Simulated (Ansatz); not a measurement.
Start from `B[SiH2][SiH2]CF` and change one atom or group to get `FC[SiH2][SiH2]F`.

Ansatz, PBE0-D4/def2-TZVP geometries, multiplicity 1. Each molecule was computed in one conformer, which needn't be the lowest.

| property | `B[SiH2][SiH2]CF` |
| --- | --- |
| HOMO–LUMO gap (B3LYP/def2-TZVPP) / eV | 6.26 |
| HOMO energy (ωB97M-V/def2-TZVPP) / eV | -9.47 |
| HOMO–LUMO gap (ωB97M-V/def2-TZVPP) / eV | 10.47 |
| LUMO energy (PBE0/def2-TZVPP) / eV | -0.80 |
| HOMO energy (PBE/def2-TZVPP) / eV | -6.36 |
| size of the dipole moment (B3LYP/def2-TZVPP) / D | 2.49 |

(1) What does the change do to each property? (An estimate is asked.)

## Answers

(1) Computed: 
| property | `FC[SiH2][SiH2]F` | shift |
| --- | --- | --- |
| HOMO–LUMO gap (B3LYP/def2-TZVPP) / eV | 7.20 | 0.94 |
| HOMO energy (ωB97M-V/def2-TZVPP) / eV | -10.35 | -0.88 |
| HOMO–LUMO gap (ωB97M-V/def2-TZVPP) / eV | 11.40 | 0.93 |
| LUMO energy (PBE0/def2-TZVPP) / eV | -0.70 | 0.10 |
| HOMO energy (PBE/def2-TZVPP) / eV | -7.03 | -0.67 |
| size of the dipole moment (B3LYP/def2-TZVPP) / D | 1.75 | -0.74 |

With PBE0 the HOMO falls by 0.85 eV and the LUMO rises by 0.10 eV, so the gap widens by about 0.95 eV. PBE moves the HOMO by -0.67 eV and ωB97M-V by -0.88 eV. Dipoles are sizes alone; their direction can turn.

B3LYP here is the variant with VWN-RPA as its local correlation; programs differ in this.
